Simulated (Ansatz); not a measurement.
Computed with B3LYP-D3(BJ)/def2-TZVP // PBE0-D3(BJ)/def2-SVP (Ansatz, an electronic-structure program). All species are isolated molecules in the gas phase. One relaxed conformer stands for a flexible species; it need not be the lowest. B3LYP has the VWN-RPA correlation part, as in Gaussian.  In the def2 sets, heavy atoms carry core potentials.

Reference species (SMILES): `[CH2](C=C)[Sn]([OH])([OH])[OH]` (neutral, multiplicity 1).

```yaml
LUMO: -1.47 eV
HOMO: -7.10 eV
```

Changed species: `[CH3][Sn]([OH])([OH])[OH]` (Y = methyl; the reference has Y = allyl).

Q: What does the change do to the LUMO and HOMO?

A: the LUMO rises by 0.21 eV, to -1.26 eV; the HOMO drops by 1.03 eV, to -8.13 eV.
